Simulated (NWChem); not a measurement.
Species: CdHSeI; SMILES [SeH][Cd][I]

```xyz
4

Cd     0.1691     0.4504     0.0003
I     -0.2618    -2.1142    -0.0003
Se     0.5902     2.8731    -0.0011
H     -0.8552     3.1538    -0.0093
```
Atoms are numbered in this order, from 1.

Program: NWChem. Structure relaxed at the PBE0/def2-SVP level. def2 effective core potentials on Cd, I; no spin-orbit coupling. Ions are spin-unrestricted doublets at the neutral geometry; other ion states weren't tried.

For level B3LYP/def2-SVPD:

vertical ionisation energy, ΔSCF (eV): 8.99
−ε(HOMO) (eV): 6.93

**Question.** Estimate the same quantities for level PBE/def2-SVPD.

**Answer.** 
* **vertical ionisation energy, ΔSCF (eV)**: 8.72
* **−ε(HOMO) (eV)**: 6.07
